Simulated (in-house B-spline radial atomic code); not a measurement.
## Ionising Sc⁴⁺ with different functionals

Computed with a B-spline radial code for spherical atoms: four-component Dirac-Coulomb Hamiltonian, Fermi nucleus of rms radius 3.5459 fm, spin-restricted, spherical fractional occupations for the functionals, and exact exchange of hybrids averaged over the configuration. The ionisation energy is the difference of two self-consistent energies, [Ne] 3s2 3p5 → [Ne] 3s2 3p4, without Breit or QED terms; ε is the level of the shell that loses the electron (mean over j). The electron is taken from both j subshells in proportion to 2j + 1, so the result is a j average, not the step between ground levels.

```
   method                    rung  ΔSCF (eV)  -ε(3p) (eV)
     PBE0           global hybrid          ?            ?
    B3LYP           global hybrid      93.22        85.54
  LC-wPBE  range-separated hybrid          ?            ?
CAM-B3LYP  range-separated hybrid      93.17        87.51
```

Q: What does LC-wPBE give?

A: ΔSCF 93.34 eV, and -ε(3p) = 88.89 eV.

Q: What does PBE0 give?

A: ΔSCF 93.18 eV, and -ε(3p) = 86.05 eV.

Q: Among the functionals, which spreads more, the ΔSCF values or the orbital energies?

A: The orbital energies: ΔSCF values span about 0.17 eV and the orbital energies 3.35 eV; here energy differences depend much less on the functional than eigenvalues do.

Q: How do they compare with the NIST value?

A: NIST lists 91.95 eV ± 0.03 (semi-empirical, ground level to ground level). Errors run from +1.22 to +1.39 eV. The correlated functionals all miss on the same side by more than they spread, so the cause is common to them (Breit-QED terms, spin polarisation, the choice among j levels, multiplet and fine-structure energies, or a listed next ion that isn't the cheapest removal here) and closeness doesn't rank the functionals.
